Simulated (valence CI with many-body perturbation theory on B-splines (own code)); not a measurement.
# Tc¹⁰⁺ in three bases

Calculated by configuration interaction combined with many-body perturbation theory (CI+MBPT): five valence electrons over a frozen Dirac-Fock core [Ar] 3d10, a basis of 9 s, 9 p, 8 d, 6 f, 3 g, 1 h functions for each j, with the one-electron correlation potential Σ1 (screened to all orders), the two-electron term Σ2, the three-electron term Σ3, Breit, model QED; selected single and double excitations, second order for the rest, scaled by the run's own slope (own B-spline code, finite nucleus).

No measured spectrum was set against this ion. As an estimate, levels hold to about 250 cm⁻¹ or 0.2 % of their energy and the worst to 1 %, as in measured heavy ions of charge 2 to 7; those with d or f electrons hold less well. Among the levels kept, up to 1400 cm⁻¹ of a level comes from second order outside the variational space, and about a tenth of that is noise between levels of different J, which matters for small intervals.

The reference run has the lowest level 4s²4p³ ⁴S°_3/2 and an ionisation energy of 215.015 eV. Its largest variational space holds 19998 state functions.

Names give the largest LS component (configuration and term), which can be under half, so a name can repeat, a term be missing and a line seem to break the LS rules; names also repeat where a configuration has a term twice.

Changed runs:
A. basis 6 s, 6 p, 5 d, 3 f, 1 g
B. basis 5 s, 5 p, 4 d, 2 f

Excitation energies of the reference run in cm⁻¹, and shifts in cm⁻¹:

```tsv
Level	Reference	A	B
4s²4p³ ²D°_3/2	29430	+126	+481
4s²4p³ ²D°_5/2	39606	+147	+552
4s²4p³ ²P°_1/2	60630	+197	+744
4s²4p³ ²P°_3/2	79595	+165	+638
4s4p⁴ ⁴P_5/2	243871	-30	+12
4s4p⁴ ⁴P_3/2	261633	-37	-11
4s4p⁴ ⁴P_1/2	266607	-20	+44
4s4p⁴ ²D_3/2	300161	+105	+458
4s4p⁴ ²D_5/2	306412	+104	+457
4s4p⁴ ²S_1/2	340626	+206	+783
4s4p⁴ ²P_3/2	345514	+112	+442
4s4p⁴ ²P_1/2	372881	+146	+585
Ionisation energy (eV)	215.015	-0.026	-0.084
```
